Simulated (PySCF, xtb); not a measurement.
C2H6BO2, SMILES CO[B]OC, multiplicity 2.

Coordinates come from a ωB97X-D3(BJ)/def2-SVP optimisation. The isomer is the one that the SMILES or the coordinates give; other isomers of the formula were not compared. One conformer was computed; it need not be the lowest.

Method: PySCF with C-PCM-B3LYP/def2-SVP.

The values are the electrostatic part of the solvation free energy, E(continuum) − E(gas) at the gas-phase geometry, in a cavity of scaled van der Waals radii (PySCF's table); cavitation and dispersion terms are not included. The dipole moment in vacuum is 1.86 D.

| solvent | ε | ΔG(elec) (kcal/mol) | dipole (D) |
|---|---|---|---|
| water | 78.36 | -3.1 | 2.26 |
| tetrahydrofuran | 7.43 | ? | ? |
| benzene | 2.27 | -1.7 | 2.07 |

Complete the blanks. (An estimate is asked for; the answer gives what the named calculation found.)


- tetrahydrofuran, ΔG(elec) (kcal/mol): -2.7
- tetrahydrofuran, dipole (D): 2.20

For comparison, GFN2-xTB/ALPB(water) (xtb, at the GFN2-xTB geometry, all terms of that model) gives -2.4 kcal/mol.
